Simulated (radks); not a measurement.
The numbers below are computed, except where a source is named.
Spherical jellium clusters: N electrons in a uniform positive sphere of charge N and radius rs N^(1/3), rs = 5.36 bohr. Level of theory: non-relativistic Kohn-Sham, LDA (Slater exchange, Perdew-Wang correlation), spin-polarised, spherical densities (a radial shooting solver with Libxc functionals). Levels are named by radial order and angular momentum (1s, 1p, 1d, 2s, ...), and open shells are averaged over m.

N = 33, configuration 1s2 1p6 1d10 2s2 1f(up 7, down 6). This is the lowest configuration that the search found. Occupied and some empty levels:

level,occupation,eigenvalue (eV),<r> (bohr)
1s up,1,-3.7613,9.750
1s down,1,-3.7450,9.619
1p up,3,-3.3934,12.01
1p down,3,-3.3674,11.95
1d up,5,-2.9623,13.24
1d down,5,-2.9324,13.23
2s up,1,-2.8437,10.30
2s down,1,-2.8292,10.39
1f up,7,-2.4532,14.12
1f down,6,-2.4221,14.13
2p up,0,-2.1416,11.29
2p down,0,-2.1289,11.32
1g up,0,-1.8690,14.86
1g down,0,-1.8382,14.88
2d up,0,-1.4141,12.93
2d down,0,-1.3995,12.94

Energy (eV): total -60.9615, kinetic 33.983, external -2062.3, Hartree 1029.2, exchange-correlation -95.975, background 1034.2.
